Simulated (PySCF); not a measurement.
## Telling isomers of C$_{6}$H$_{2}$F$_{4}$ apart by NMR

- PBE0/pcSseg-1 with gauge-including orbitals
- couplings computed with B3LYP/pcJ-1 (spin–dipole term left out of most H,H and C,H couplings)
- geometry from PBE0-D3(BJ)/def2-SVP
- code: PySCF
- averaged over atoms made equivalent by symmetry, fast rotation or ring inversion, single conformer, no solvent model, non-relativistic

Scale: ¹H (31.27 ppm) and ¹³C (184.41 ppm) vs TMS (reference shieldings calculated alike). Multiplet labels drop J under 1 Hz and among equivalent protons, and merge close values. Unscaled 3J(H,H) run several per cent high. One-bond C–F couplings are unscaled and too large by tens of Hz. Shifts are as computed. Against solution values, carbons near 30 ppm lie about +2 ppm off and those near 130 ppm about +5 ppm. Of 1309 compounds with measured shifts, 239 miss one by over three times the rms of a fit or turn the order of signals round; such compounds aren't used in these exercises.

(1) Tabulate the signals of `Fc1ccc(F)c(F)c1F`, `Fc1cc(F)c(F)cc1F` and their relative energies.

(2) What is the quickest way to tell Fc1ccc(F)c(F)c1F from Fc1cc(F)c(F)cc1F?

Results:

(1) 
```json
{"SMILES": "Fc1ccc(F)c(F)c1F", "carbon types": "4×C 2×CH", "δC": "155.1, 149.0, 114.9", "δH": "6.97 (m, 2H)", "E rel. (kcal/mol)": "3.4"}
{"SMILES": "Fc1cc(F)c(F)cc1F", "carbon types": "4×C 2×CH", "δC": "153.2, 111.7", "δH": "7.06 (m, 2H)", "E rel. (kcal/mol)": "0.0"}
```

Energies are electronic energies at PBE0/pcSseg-1 on these geometries, without zero-point or thermal terms, each for the one conformer computed, which needn't be the lowest.

(2) Count the carbon signals: 3 against 2. The first has an aromatic carbon bearing fluorine (C) at 149.0 ppm, the second an aromatic CH at 111.7 ppm. Their most deshielded carbons lie at 155.1 and 153.2 ppm.
